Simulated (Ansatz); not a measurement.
The same group exchange along the group F, Cl, Br, I.

Isolated molecules relaxed with PBE0-D4/def2-TZVP in Ansatz; ΔE leaves out vibrations. CBS: MP2 limit from def2 TZ/QZ plus the TZ coupled-cluster correction, frozen cores. This one scheme is used for every species. Functionals use def2-TZVPP. def2 core potentials past Kr. For Br, I outer-core shells are correlated without core-valence functions, which leaves a few kJ/mol of doubt a bond. Scalar relativity is left out up to krypton. One conformer a species, not always the lowest.

```
                                      reaction  ωB97X-V (eV)  HF/CBS(def2) (eV)
 `BF` + `N=C(O)[SiH3]` → `B[SiH2]C(=N)O` + H–F          1.90               2.09
`BCl` + `N=C(O)[SiH3]` → `B[SiH2]C(=N)O` + HCl          1.38               1.45
`BBr` + `N=C(O)[SiH3]` → `B[SiH2]C(=N)O` + HBr          1.26               1.34
  `BI` + `N=C(O)[SiH3]` → `B[SiH2]C(=N)O` + HI          1.09               1.15
```

Q: Give the CCSD(T)/CBS values in the same order. (An estimate is asked.)

A: Computed: 1.83, 1.37, 1.31, 1.17 eV.

Largest T1 diagnostic: 0.014, for `N=C(O)[SiH3]`.
